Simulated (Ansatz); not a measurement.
Relaxation of F$_{2}$GeH$_{2}$ (5 atoms, charge 0, multiplicity 1), to a largest force component of 0.03 eV/Å in at most 50 steps.

Theory: Ansatz, RKS B3LYP/def2-SVPD.

```xyz
5
Properties=species:S:1:pos:R:3
Ge 0.005 0.005 -1.050
H 1.197 0.056 1.429
H 1.792 -0.051 1.043
F -0.921 1.319 -0.286
F -0.920 -1.329 -0.320
```

Task: Where does it end, and by what steps?

Result: The run converged. After 5 steps the energy has fallen by 0.051 eV; H3 moved furthest, 0.21 Å.

| step | energy less start (eV) | largest force component (eV/Å) | accepted |
| --- | --- | --- | --- |
| 0 | 0.0000 | 1.475 | yes |
| 1 | -0.0410 | 0.455 | yes |
| 2 | -0.0468 | 0.285 | yes |
| 3 | -0.0498 | 0.204 | yes |
| 4 | -0.0506 | 0.072 | yes |
| 5 | -0.0512 | 0.022 | yes |

```xyz
5
Properties=species:S:1:pos:R:3
Ge -0.133 0.005 -1.181
H 1.278 0.080 1.524
H 1.944 -0.067 1.186
F -0.964 1.326 -0.330
F -0.971 -1.343 -0.382
```

Run time: 23 s on 2 threads of Intel(R) Xeon(R) Platinum 8259CL CPU @ 2.50GHz (Skylake/Cascade Lake) (shared host), peak memory 0.22 GiB.
